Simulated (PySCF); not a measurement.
# RuH3, doublet: structure and spectrum

All numbers come from UPBE0 in PySCF with Ru def2-TZVP with ECP28, H def2-TZVP; scalar-relativistic core potentials, no spin–orbit coupling; density-fitted integrals.

The structure is a minimum.

Z-matrix (Å, degrees; charge 0 multiplicity 2):
```
Ru
H  1 1.5582
H  1 1.5582 2 100.81
H  1 1.5582 2 100.81 3 103.34
```

- Point group: C3v
- Bond lengths: Ru–H 1.558 Å (×3)
- Bond angles: H–Ru–H 100.8° (×3)
- Spin squared ⟨S²⟩: 0.759
- Principal polarisabilities: 33.8, 41.4, 41.4 bohr³
- Entropy at 298.15 K and 1 bar (electronic part: spin only): 235.4 J/(mol K)
- Highest occupied level (β): -6.46 eV
- Heat capacity Cp at 298.15 K: 43.5 J/(mol K)
- Rotational constants: 3.839, 3.839, 2.901 cm⁻¹
- Principal quadrupole moments (Buckingham, traceless) about the centre of mass: -0.68, -0.68, 1.36 D Å
- Atomisation energy without zero-point energy: 776 kJ/mol
- Enthalpy at 298.15 K above 0 K: 10.78 kJ/mol
- Zero-point energy: 51.4 kJ/mol
- Rotational symmetry number: 3
- Lowest empty level (β): -2.52 eV
- Dipole moment: 2.32 D

Harmonic modes (masses in u: Ru 101.904, H 1.008):
```
symmetry  ω (cm⁻¹)  IR (km/mol, summed over degenerate members)  μ (u)     type
      a1       627                                         85.2   1.03     bend
       e       756                                         65.3   1.02     bend
       e      2129                                          300   1.02  stretch
      a1      2201                                         11.4   1.01  stretch
```

In C3v the vibrations span 2a1 + 2e.

Charges (e):
```json
{"atom": "Ru1", "Mulliken": "0.10", "Löwdin": "0.02", "polar tensor": "0.72", "spin (Mulliken)": "1.16", "Mayer order to Ru1": "–"}
{"atom": "H2,3,4", "Mulliken": "-0.03", "Löwdin": "-0.01", "polar tensor": "-0.24", "spin (Mulliken)": "-0.05", "Mayer order to Ru1": "0.98"}
```

Mulliken populations on Ru1 (electrons outside its core potential): s 2.69, p 6.13, d 7.08, f 0.01.

Outer orbital energies (eV). α occupied: -9.60, -9.60, -9.32, -7.69, -6.91, -6.91; empty: -1.79, -1.79, -1.15, 2.06. β occupied: -9.39, -9.39, -9.25, -6.46, -6.46; empty: -2.52, -1.58, -1.58, -0.77.

Formally Ru is in oxidation state +3, d5, with 1 unpaired electron (the high-spin count would be 5). The Mulliken spin on Ru is 1.16. The polar-tensor charge on Ru, 0.72, is far below the formal one.

This need not be the most stable arrangement of these atoms. With open d or f shells other occupations or spin states may lie lower.

The final relaxation and frequency run took 25 s on 2 threads of a shared Intel Xeon Platinum 8488C (Sapphire Rapids) host, with 58 basis functions and 7 gradients; the process peaked at 0.75 GiB. Launch command: `OMP_NUM_THREADS=2 python axn.py task.json out`.
